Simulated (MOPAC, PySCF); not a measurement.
H$_{7}$N$_{3}$SSi, SMILES `N[Si](N)(N)S`, neutral singlet in the gas phase. 

Cartesian coordinates (Å):
```xyz
12

N      0.2087    -0.1604    -1.6626
Si     0.0777     0.1112     0.0170
N      1.5183    -0.5499     0.6682
N     -1.3263    -0.5512     0.7400
S     -0.0619     2.2310     0.4235
H     -0.3334     0.3518    -2.3372
H      0.5648    -1.0295    -2.0254
H      2.4158    -0.2901     0.2892
H      1.5769    -0.7547     1.6529
H     -1.6824    -0.1995     1.6133
H     -1.6079    -1.5027     0.5639
H     -1.3502     2.3440     0.0572
```
Charge 0, spin multiplicity 1.

All levels are single points at this geometry (B3LYP-D3(BJ)/def2-TZVP); Pople sets use spherical d functions. Orbital energies aren't observables, and empty levels follow the basis.

B3LYP/3-21G in PySCF gives dipole (D) = 3.22.

### Question
Estimate the dipole (D) from each of these levels: B3LYP-D3(BJ)/def2-TZVP in PySCF; B3LYP/6-311+G** in PySCF; B3LYP/LANL2DZ in PySCF; BP86/6-31G* in PySCF; M06-2X/6-31G* in PySCF; HF/STO-3G in PySCF; PM3 in MOPAC; PM7 in MOPAC.

### Answer

| level | dipole (D) |
|---|---|
| B3LYP-D3(BJ)/def2-TZVP in PySCF | 2.13 |
| B3LYP/6-311+G** in PySCF | 2.16 |
| B3LYP/LANL2DZ in PySCF | 2.66 |
| BP86/6-31G* in PySCF | 2.66 |
| M06-2X/6-31G* in PySCF | 2.68 |
| HF/STO-3G in PySCF | 1.53 |
| PM3 in MOPAC | 3.07 |
| PM7 in MOPAC | 2.46 |
